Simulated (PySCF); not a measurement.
PySCF input (BP86/6-31G* (5d)):

```python
from pyscf import gto, dft

mol = gto.M(
    atom='''
    C    -1.83513400   -0.27266300   -0.07148600
    C    -0.50767400   -0.24131200   -0.09446400
    C     0.77801500   -0.41262500   -0.20752300
    F     1.58085900    0.68112300    0.26250000
    H    -2.44293900    0.09261700   -0.90007400
    H    -2.39603700   -0.66312100    0.77842200
    ''',
    basis='6-31g*',
    charge=-1,
    spin=0,
    verbose=4,
)

mf = dft.RKS(mol, xc='bp86')
mf.grids.level = 3
mf.conv_tol = 1e-9
mf.max_cycle = 100
mf.max_memory = 1500
mf.kernel()
if not mf.converged:
    mf = mf.newton()
    mf.kernel(mf.make_rdm1())
mf.dip_moment()
```

Output:

```
PySCF version 2.14.0

[INPUT] verbose = 4
[INPUT] num. atoms = 6
[INPUT] num. electrons = 30
[INPUT] charge = -1
[INPUT] spin (= nelec alpha-beta = 2S) = 0
[INPUT] symmetry False subgroup None
[INPUT] Mole.unit = angstrom
[INPUT] Symbol           X                Y                Z      unit          X                Y                Z       unit  Magmom
[INPUT]  1 C     -1.835134000000  -0.272663000000  -0.071486000000 AA   -3.467900661878  -0.515258394302  -0.135088961741 Bohr   0.0
[INPUT]  2 C     -0.507674000000  -0.241312000000  -0.094464000000 AA   -0.959364820562  -0.456013590571  -0.178511088631 Bohr   0.0
[INPUT]  3 C      0.778015000000  -0.412625000000  -0.207523000000 AA    1.470235270803  -0.779748242149  -0.392161634548 Bohr   0.0
[INPUT]  4 F      1.580859000000   0.681123000000   0.262500000000 AA    2.987390551554   1.287135927142   0.496053107698 Bohr   0.0
[INPUT]  5 H     -2.442939000000   0.092617000000  -0.900074000000 AA   -4.616485649019   0.175020764479  -1.700893351842 Bohr   0.0
[INPUT]  6 H     -2.396037000000  -0.663121000000   0.778422000000 AA   -4.527853714324  -1.253117077448   1.471004389336 Bohr   0.0

nuclear repulsion = 89.7936725782697
number of shells = 28
number of NR pGTOs = 116
number of NR cGTOs = 60
basis = 6-31g*
ecp = {}

******** <class 'pyscf.dft.rks.RKS'> ********
method = RKS
initial guess = minao
damping factor = 0
level_shift factor = 0
DIIS = <class 'pyscf.scf.diis.CDIIS'>
diis_start_cycle = 1
diis_space = 8
diis_damp = 0
SCF conv_tol = 1e-09
SCF conv_tol_grad = None
SCF max_cycles = 100
direct_scf = True
direct_scf_tol = 1e-13
XC library pyscf.dft.libxc version 7.1.2
    S. Lehtola, C. Steigemann, M. J. T. Oliveira, and M. A. L. Marques,  SoftwareX 7, 1–5 (2018)
XC functionals = bp86
    A. D. Becke,  Phys. Rev. A 38, 3098 (1988)
    J. P. Perdew,  Phys. Rev. B 33, 8822 (1986)
    J. P. Perdew,  Phys. Rev. B 34, 7406–7406 (1986)
radial grids:
    Treutler-Ahlrichs [JCP 102, 346 (1995); DOI:10.1063/1.469408] (M4) radial grids

becke partition: Becke, JCP 88, 2547 (1988); DOI:10.1063/1.454033
pruning grids: <function nwchem_prune>
grids dens level: 3
symmetrized grids: False
atomic radii adjust function: <function treutler_atomic_radii_adjust>
small_rho_cutoff = 0
Set gradient conv threshold to 3.16228e-05
Initial guess from minao.
tot grids = 76232
init E= -215.487628131195
  HOMO = -0.24954019543901  LUMO = -0.109142102113796  gap/eV = 3.82043
cycle= 1 E= -215.129810596796  delta_E= 0.358  |g|= 0.638  |ddm|= 2.69
  HOMO = 0.183580277658142  LUMO = 0.299451219835222  gap/eV = 3.15301
cycle= 2 E= -215.066805822902  delta_E= 0.063  |g|= 0.876  |ddm|= 2.46
  HOMO = 0.0906358191922574  LUMO = 0.218131952299409  gap/eV = 3.46935
cycle= 3 E= -215.220792995827  delta_E= -0.154  |g|= 0.207  |ddm|= 1.54
  HOMO = 0.0854097204250195  LUMO = 0.207286286854147  gap/eV = 3.31643
cycle= 4 E= -215.229510007023  delta_E= -0.00872  |g|= 0.0837  |ddm|= 0.284
  HOMO = 0.0778592829881748  LUMO = 0.20703675810278  gap/eV = 3.51510
cycle= 5 E= -215.231017852238  delta_E= -0.00151  |g|= 0.049  |ddm|= 0.147
  HOMO = 0.0811266601894891  LUMO = 0.207842338172319  gap/eV = 3.44811
cycle= 6 E= -215.231716481041  delta_E= -0.000699  |g|= 0.00455  |ddm|= 0.06
  HOMO = 0.080936045161152  LUMO = 0.207639555710343  gap/eV = 3.44778
cycle= 7 E= -215.231719911417  delta_E= -3.43e-06  |g|= 0.00253  |ddm|= 0.00582
  HOMO = 0.0808544015278341  LUMO = 0.207524331349929  gap/eV = 3.44686
cycle= 8 E= -215.231721609179  delta_E= -1.7e-06  |g|= 0.000481  |ddm|= 0.00379
  HOMO = 0.0808559764803838  LUMO = 0.207528424266849  gap/eV = 3.44693
cycle= 9 E= -215.23172166503  delta_E= -5.59e-08  |g|= 5.28e-05  |ddm|= 0.000501
  HOMO = 0.0808506113517842  LUMO = 0.207521320651018  gap/eV = 3.44689
cycle= 10 E= -215.231721665845  delta_E= -8.16e-10  |g|= 8.39e-06  |ddm|= 9.9e-05
  HOMO = 0.0808491004291989  LUMO = 0.207521494295416  gap/eV = 3.44693
Extra cycle  E= -215.231721665749  delta_E= 9.62e-11  |g|= 1.91e-05  |ddm|= 4.27e-05
converged SCF energy = -215.231721665749

WARN: System has nonzero charge -1; the dipole moment is origin-dependent.
Location of origin: [0. 0. 0.]

Dipole moment(X, Y, Z, Debye): -0.84163,  1.33407,  0.62418
```

The dipole moment of an ion depends on the origin.

The geometry given is a B3LYP-D3(BJ)/def2-TZVP minimum.
